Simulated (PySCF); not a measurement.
def2 core potentials replace the inner electrons of Sn.

**C₃H₉O₃Sn, SMILES `C[O][Sn]([O]C)[O]C` (charge 0, multiplicity 2)**

Calculation: PBE0-D3(BJ)/def2-SVP (PySCF 2.14.0).

```yaml
highest_occupied_spin_orbital: -6.67 eV
dipole_moment: 0.171 e·Å
total_energy: -559.0420 Ha
cost: roughly 7 core-minutes
```

```xyz
16

C     -1.7677    -2.0180     0.2777
O     -1.6224    -0.7841    -0.3659
Sn     0.1142    -0.2123    -1.2010
O      0.2487     1.7098    -0.6289
C     -0.8831     2.5100    -0.4378
O      1.4702    -1.1044    -0.0156
C      2.6262    -0.4464     0.4185
H     -2.6391    -1.9518     0.9531
H     -0.8862    -2.2964     0.8834
H     -1.9709    -2.8441    -0.4303
H     -1.2630     2.9400    -1.3843
H     -1.7155     1.9722     0.0515
H     -0.5976     3.3587     0.2090
H      3.0016    -0.9690     1.3162
H      2.4469     0.6104     0.6881
H      3.4378    -0.4745    -0.3336
```
Charge 0, spin multiplicity 2.
